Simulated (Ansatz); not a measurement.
Molecular dynamics of BH4SSe, charge +1

input.yaml

```yaml
crystal:
  periodic: [false, false, false]
  atoms:
    - { symbol: B, position_ang: [-1.324528, 0.782196, -1.06869] }
    - { symbol: Se, position_ang: [-1.117122, -0.288022, 0.347684] }
    - { symbol: S, position_ang: [2.0017, -0.333708, 0.423316] }
    - { symbol: H, position_ang: [-2.594433, -0.023558, -0.004385] }
    - { symbol: H, position_ang: [-1.53999, 1.483413, -1.992304] }
    - { symbol: H, position_ang: [2.289546, 0.012337, 1.687252] }
    - { symbol: H, position_ang: [2.284828, -1.632657, 0.607117] }
total_charge: 1
basis:
  gaussian: { orbitals: def2-SVP }
hamiltonian:
  xc: { name: BHLYP }
  dispersion: d4
md:
  timestep: 0.5
  n_steps: 200
  ensemble: nve
  temperature: 300.0
  initial_velocities: maxwell_boltzmann
  seed: 4199
```

Launched with:

```bash
$ ansatz run input.yaml --threads 2 --pin off --max-ram 3072MiB --backend cpu --events-out ev --progress --plain --runs-dir out
```

It starts at the highest image of a converged band, a first-order saddle point between two minima.

Output, in part (step lines, the closing report, with atoms numbered from 0):

```
md step     0: t =     0.00 fs  T =   300.0 K  F+E_penalty+E_count = -76904.73008489 eV  E_kin = 0.193890 eV  conserved = -76904.53619489 eV  (25 SCF iters)
[... lines left out ...]
Total energy: -76905.06557322 eV, -2826.2090316902 hartree
Atom 0 at    -1.928410     0.843236    -0.912122 Å, force     1.594816    -0.575955     0.571431 eV/Å
Atom 1 at    -0.817092    -0.289748     0.312584 Å, force    -1.646367    -0.301605     0.272202 eV/Å
Atom 2 at     1.523844    -0.415820     0.458061 Å, force    -0.255468    -0.097754    -1.160480 eV/Å
Atom 3 at    -3.024563     0.563585    -0.528181 Å, force     0.025499    -0.027927    -0.020137 eV/Å
Atom 4 at    -1.480570     1.554447    -1.726726 Å, force    -0.120363     0.289684    -0.310758 eV/Å
Atom 5 at     1.690783     0.838540     0.860060 Å, force     0.350947     0.441488     0.539028 eV/Å
Atom 6 at     1.423306    -1.024781     1.658295 Å, force     0.050935     0.272070     0.108713 eV/Å
Dipole moment:     0.602213     0.269443     0.166221 e Å
```

The steps, from the saved trajectory:

```
time (fs)  T (K)  potential energy less start (eV)  conserved less start (meV/atom)
      0.0    300                             0.000                             0.00
      3.0    234                             0.043                             0.07
      6.0    235                             0.042                             0.02
      9.0    196                             0.068                             0.08
     12.0    248                             0.034                             0.01
     15.0    197                             0.067                             0.06
     18.0    174                             0.081                             0.02
     21.0    139                             0.105                             0.08
     24.0    206                             0.061                             0.02
     27.0    196                             0.067                             0.05
     30.0    194                             0.069                             0.02
     33.0    140                             0.104                             0.07
     36.0    190                             0.072                             0.04
     39.0    254                             0.030                             0.05
     42.0    335                            -0.023                             0.02
     45.0    321                            -0.013                             0.05
     48.0    313                            -0.008                             0.04
     51.0    331                            -0.020                             0.05
     54.0    369                            -0.044                             0.03
     57.0    372                            -0.046                             0.04
     60.0    365                            -0.042                             0.05
     63.0    391                            -0.058                             0.05
     66.0    447                            -0.094                             0.04
     69.0    513                            -0.138                             0.03
     72.0    568                            -0.173                             0.04
     75.0    636                            -0.217                             0.04
     78.0    716                            -0.268                             0.04
     81.0    792                            -0.318                             0.01
     84.0    804                            -0.325                             0.05
     87.0    860                            -0.362                             0.02
     90.0    879                            -0.374                             0.05
     93.0    918                            -0.400                             0.01
     96.0    861                            -0.362                             0.05
     99.0    838                            -0.347                             0.02
```

The run went to its last step. The conserved energy stayed within 0.083 meV per atom of its start (net change 0.014 meV per atom), so the integration is sound. The system heated up, since it started high on the potential surface and ran downhill. A run of 0.1 ps of so small a system gives no equilibrium averages. The orbitals stay closed-shell, which can raise the energy where a bond breaks towards radicals; this wasn't checked here. Limits of this set-up: the dipole of an ion depends on the origin.

The step under study would form Se2–H4 and break B1–H4. These pairs go: Se2–H4 1.54 → 2.51 Å, B1–H4 1.84 → 1.19 Å. In the last frame they stand as before the step (other bonds may differ from the relaxed reactants and products). These pairs come and go: their bonding changes 4 times, last at 76 of 100 fs, so the outcome isn't settled. Also joined: Se2–S3 3.12 → 2.35 Å. It ends as one piece, BH4SSe (total charge +1). Pairs count as bonded within 1.25 times the sum of covalent radii (0.12 Å more for H–H).

Last frame:

```xyz
7
Properties=species:S:1:pos:R:3
B -1.928 0.843 -0.912
Se -0.817 -0.290 0.313
S 1.524 -0.416 0.458
H -3.025 0.564 -0.528
H -1.481 1.554 -1.727
H 1.691 0.839 0.860
H 1.423 -1.025 1.658
```

Run time: 4.9 min on 2 threads of Arm Neoverse V2 (shared host), peak memory 0.17 GiB.
